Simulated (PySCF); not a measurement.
# Vertical excitation energies

C₆H₉BO₂.
SMILES: `[BH2-]1OC=CC(C2CC2)=[O+]1`

The calculation used TDDFT PBE0/def2-SVPD, vertical, gas phase, core orbitals frozen in the response (PySCF 2.14.0, density-fitted response routines). One conformer (not necessarily the lowest) at the PBE0-D3(BJ)/def2-SVP geometry, without solvent, vibrations or thermal averaging. Torsions of this conformer, `[BH2-:1]1[O:2][CH:3]=[CH:4][C:5]([CH:6]2[CH2:7][CH2:8]2)=[O+:9]1`: C4–C5–C6–C7 148°.

Predict the UV-vis stick spectrum at this level.

```csv
state,E (eV),E (hartree),f,|μ| (D),"main configurations (H = HOMO, L = LUMO)"
S1,3.72,0.1366,0.041,1.70,H→L (96%)
S2,5.05,0.1857,0.019,0.99,"H-2→L (85%), H-1→L (8%)"
S3,5.35,0.1966,0.311,3.92,"H-1→L (86%), H-2→L (8%)"
S4,6.15,0.2259,0.095,2.02,"H-3→L (83%), H-5→L (10%)"
S5,6.33,0.2325,0.0019,0.28,H-4→L (91%)
S6,6.44,0.2366,0.014,0.75,H→L+1 (91%)
S7,6.67,0.2453,0.0044,0.42,"H-5→L (67%), H-7→L (18%), H-3→L (9%)"
S8,6.96,0.2557,0.0035,0.36,"H-7→L (74%), H-5→L (18%)"
S9,7.02,0.2579,0.017,0.81,"H→L+3 (74%), H→L+2 (19%)"
S10,7.07,0.2599,0.015,0.76,"H→L+2 (70%), H→L+3 (18%)"
```

Triplets (Tamm–Dancoff): T1 2.84 eV, H→L (94%); T2 4.38 eV, H-1→L (92%); T3 4.67 eV, H-2→L (91%); T4 5.55 eV, H-3→L (84%).

The lowest singlet lies at 3.72 eV (334 nm, ultraviolet) and is of moderate strength; its leading configuration is HOMO→LUMO (96%). The strongest level in the table is S3 at 5.35 eV (232 nm, f = 0.311). Löwdin shares by element: HOMO oxygen 32%, carbon 19% or more, boron 15% (atoms not listed hold the other 34%); LUMO carbon 49% or more, oxygen 27% (atoms not listed hold the other 25%). The oscillator strengths of these states sum to 0.523; summed over the whole spectrum of an exact calculation they would give the number of electrons, 66 (Thomas–Reiche–Kuhn). Of the 10 states listed, 7 reach f = 0.01 and none stays under 0.0005. The listed states span 3.36 eV, and the widest gap between neighbours is 1.34 eV (S1 to S2). All these states lie below the vertical ionisation energy of 8.80 eV (ΔSCF). The window holds the lowest 10 singlets.
